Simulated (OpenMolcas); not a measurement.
# How basis sets differ on GeSiH4 (SMILES [SiH3][GeH])

The species is GeSiH4 (6 atoms), meant as a triplet with charge 0. SMILES: `[SiH3][GeH]`. The shape comes from GFN2-xTB, which is rough for such elements, and wasn't checked as a minimum.

Quantity: the dipole moment, in D. The values are calculated.

| level | kind | program | value (D) | CPU time |
| --- | --- | --- | --- | --- |
| UHF/STO-3G | Hartree–Fock | OpenMolcas | 0.85 | 8 s |
| UHF/3-21G | Hartree–Fock | OpenMolcas | 0.53 | 8.9 s |
| UHF/def2-SVP | Hartree–Fock | OpenMolcas | 0.35 | 18 s |
| UHF/def2-TZVP | Hartree–Fock | OpenMolcas | 0.34 | 64 s |
| UHF/cc-pVTZ-DK (DKH3) | Hartree–Fock | OpenMolcas | 0.38 | 93 s |

All-electron rows without a relativistic Hamiltonian named are non-relativistic. The values span 0.34 to 0.85 D. Magnitudes only: a small dipole may point the other way at some levels. Sets without polarisation functions give poor dipoles. Without the sets that lack polarisation functions the rows with a basis span only 0.34 to 0.38 D. CPU times are rough (shared hosts, several kinds of processor): they show what a rung costs within a factor of a few.
